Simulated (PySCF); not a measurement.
Gas-phase reaction: WOCl4 + O2 = WO3 + 2 Cl2. Level: ωB97M-V/def2-TZVP†; standard pressure 1 bar.

Energies from PySCF, thermal terms from the rigid-rotor harmonic-oscillator model, ideal gas at 1 bar. † marks an energy on the PBE0/def2-TZVP geometry and frequencies. Open shells (unrestricted): O2 (multiplicity 3); the rest are closed-shell singlets. W: scalar-relativistic def2 core potential, no spin-orbit coupling. The harmonic model lacks anharmonicity and excited electronic states, which grow with temperature; levels with a mode under 35 cm⁻¹ are left out. Soft modes under 120 cm⁻¹ make the harmonic entropy rough for WOCl4.

```tsv
T (K)	1000/T (1/K)	log10 K
500	2.0000	-26.82
600	1.6667	-21.21
800	1.2500	?
1000	1.0000	-10.08
1200	0.8333	-7.34
1400	0.7143	-5.39
```

Question: Fit log10 K = a + b·(1000/T) to the five rows, get the mean ΔH° and ΔS°, and predict log10 K at 800 K.

Answer: Means: 1000/T = 1.2429, log10 K = -14.168. Sums of products about the means: Sxy = -20.99300, Sxx = 1.258997, so b = Sxy/Sxx = -16.67 and a = -14.168 − (-16.67)×1.2429 = 6.55.
ΔH° = −R ln 10 × 1000 K × b = −19.145 × (-16.67) = 319 kJ; ΔS° = R ln 10 × a = 125 J/K. The run's own values go from 323 kJ and 132 J/K at 500 K to 312 kJ and 120 J/K at 1400 K.
Prediction at 800 K: 6.55 + (-16.67)×1.2500 = -14.29. The computed value is -14.24, 0.05 from the line.
For scale, ΔH°(298 K) is 326 kJ at this level, 340 kJ at ωB97X-V/def2-TZVP†, and runs from 252 to 426 kJ over the 17 levels computed.
